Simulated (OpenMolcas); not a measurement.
# 4d ions of charge +4 along the row

| Property | Result |
| --- | --- |
| Program | OpenMolcas |
| Method | MS-CASPT2, IPEA 0.25 Eh, imaginary shift 0.1 Eh |
| Basis | ANO-RCC-VTZP |
| Scalar Hamiltonian | DKH2, point nucleus |
| Spin-orbit coupling | RASSI with atomic mean-field integrals over the reference wave functions, term energies averaged over their components |

Active space: the 4d shell; CASPT2 also correlates the outermost closed s and p core shells.

B and C come from two terms' centres of gravity (d2, d8: 3P = 15B, 1G = 12B + 2C; d3, d7: 4P = 15B, 2G = 4B + 3C; d4, d6: 3G = 9B + 4C, 3H = 4B + 4C; d5: 4D = 17B + 5C, 4G = 10B + 5C, above the ground term), where all their levels are at least 80 % pure. ζ = ±2S·A comes from the whole width of the ground multiplet by E(J) = (A/2) J(J+1), where its levels are at least 85 % pure. Energies in cm-1.

```tsv
Ion	Configuration	Lowest level	Weight (%)	B	C	ζ	ζ measured
Tc4+	4d³	⁴F_3/2	98	722	3117	1098	
Ru4+	4d⁴	⁵D₀	97			1389	
Rh4+	4d⁵	⁶S_5/2	99				
Pd4+	4d⁶	⁵D₄	98			1711	
Ag4+	4d⁷	⁴F_9/2	97			1960	2028
```

Measured columns use the levels in the list in Gamrath, thesis, University of Mons (2023) (Ag4+).

The computed ζ goes from 1098 (Tc4+) to 1960 cm-1 (Ag4+), a factor of 1.79, rising at every step.

Term energies are means over components that CASPT2 splits; among the low terms the widest spread is 1600 cm-1 (4d⁶ ¹I, Pd4+). The CASPT2 spread within a term exceeds the gap to the next term for 4d⁴ ³D and 4d⁴ ¹I, 4d⁴ ¹I and 4d⁴ ¹G(1), 4d⁴ ³P(2) and 4d⁴ ³F(2), so the order of their levels is uncertain, and so are names and mixing where such terms share a J (figures for Ru4+; the like holds for Rh4+, Pd4+). Blocks of more than 70 roots (2S+1 = 2 even) ran without multistate coupling (holds for Rh4+). Computed and measured levels are paired by configuration, term and J; levels that our copy of the source lacks, or whose pairing is in doubt (as where it misses far off the trend of its configuration), stay unpaired and out of the deviations. Only configurations of the active space appear.

A number in round brackets counts repeated terms of one configuration in the order of the reference energies.
